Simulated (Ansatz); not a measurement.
System: 2-fluoro-1-methylpyrrole, C5H6FN, net charge 0, singlet state. 
Coordinates optimised at B3LYP-D3(BJ)/def2-TZVP (Ansatz, an electronic-structure program):
```
N
C 1 1.3616
F 2 1.3364 1 118.83
C 2 1.3656 3 130.25 1 -179.73
H 4 1.0756 2 126.40 3 0.62
C 1 1.3824 2 107.47 3 179.70
C 6 1.3709 1 108.24 2 0.49
H 6 1.0759 7 131.34 4 -179.94
H 7 1.0768 6 125.76 8 -0.56
C 1 1.4476 2 125.73 3 4.13
H 10 1.0881 1 108.86 2 -157.43
H 10 1.0883 11 108.82 1 -119.73
H 10 1.0922 11 109.03 12 -118.51
```

Wanted: vertical triplet-singlet gap (E(triplet) - E(singlet); each state is the SCF solution reached for its spin; the UHF <S^2> is 2.20 for the triplet (pure: 2.00)), in kcal/mol. Correlated levels leave the core frozen unless marked. Open shells are spin-unrestricted. Spin-orbit coupling is left out. Non-relativistic. CBS marks a two-point X^-3 extrapolation of the correlation energy; Hartree-Fock from the larger set. The bracket is a focal-point correction in the basis named.

```tsv
level	program	vertical triplet-singlet gap (kcal/mol)
HF/aug-cc-pVDZ	Ansatz	81.5
HF/aug-cc-pVTZ	Ansatz	80.7
HF/aug-cc-pVQZ	Ansatz	80.6
SVWN5/def2-TZVPD	Ansatz	105.1
```

What does RI-MP2/CBS(aug-cc-pVTZ,aug-cc-pVQZ)+[CCSD(T)-MP2]/aug-cc-pVTZ (Ansatz) give?

107.0 kcal/mol
